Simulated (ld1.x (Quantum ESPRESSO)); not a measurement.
**What one change does to a pseudopotential (lead, TM)**

ld1.x (Quantum ESPRESSO) 7.5 input, shortened:

```
&input
   title='Pb', zed=82., rel=1, dft='REVPBE', iswitch=3,
   config='[Xe] 4f14 5d10 6s2 6p2 6d-2'
 /
 &inputp
   pseudotype=2, tm=.true., lloc=-1, rcloc=1.50,
   nlcc=.false.
 /
3
6S  1  0   2.00   0.00  1.80  1.80  0.0
6P  2  1   2.00   0.00  2.65  2.65  0.0
6D  3  2  -2.00   0.15  2.50  2.50  0.0
 &test
   configts(1)='6s2 6p2'
 /
```

Change: local potential all-electron potential smoothed inside 2.46 bohr (lloc = -1).

Cutoffs: the cutoffs (Ry, on a coarse ladder) from which the occupation-weighted sum of valence levels, in a spherical-Bessel basis at the reference potential, stays within 10 and 1 mRy of its value at 400 Ry; they do not see the model core or the augmentation charge, which bear on the density cutoff. Errors are all-electron minus pseudo energies relative to the spin-unpolarised reference configuration.

Q: Predict the effect on cutoff, ghosts and configuration errors.

A: The potential gets neither clearly harder nor softer (25 Ry and 45 Ry → 21 Ry and 50 Ry); the bound ghosts move from p, s to d; of the 7 tests that both files solve, the error grows in 3 and shrinks in 1 by more than 15 % and 0.3 meV (median size 16.3 → 8.7 meV); the range in which the p phases agree narrows (upper end 3.2 → 1.9). In the separable form a ghost depends on how the local part lies against the semilocal potential of the channel, so the choice of the local part can create or remove one.

```csv
quantity,base,changed
"cutoff, loose",25 Ry,21 Ry
"cutoff, tight",45 Ry,50 Ry
bound ghosts,"s, p",d
"error for 6s2 6p1, meV [ΔE 6.49 eV]",+3.5,+5.7
"error for 6s2 6p0, meV [ΔE 19.81 eV]",+57,+62
"error for 6s1 6p0, meV [ΔE 52.08 eV]",+34,+48
"error for 6s2 6p2.3, meV [ΔE -0.78 eV]",+0.6,+0.8
"error for 6s2 6p1.5, meV [ΔE 2.45 eV]",+0.3,+0.8
"error for 6s1 6p3, meV [ΔE 8.73 eV]",+20,+21
"error for 6s1 6p2, meV [ΔE 16.02 eV]",-16,-8.7
s: phases at 2.89 bohr within 0.05 rad from the reference energy up to (Ry; the scan ends near 5),1.7,1.2
p: phases at 2.89 bohr within 0.05 rad from the reference energy up to (Ry; the scan ends near 5),3.2,1.9
d: phases at 2.89 bohr within 0.05 rad from the reference energy up to (Ry; the scan ends near 5),0.5,0.6
```

Base: These tests converged, but a pseudo level misses the all-electron one widely, so the file describes the atom poorly there or has found another state: 6s1 6p0: empty 6p by 2.8 eV (a node warning on the way). A true bound ghost makes a file unfit for plane-wave use even where its test errors are small: the radial tests pick states by their node count and pass the ghost by.
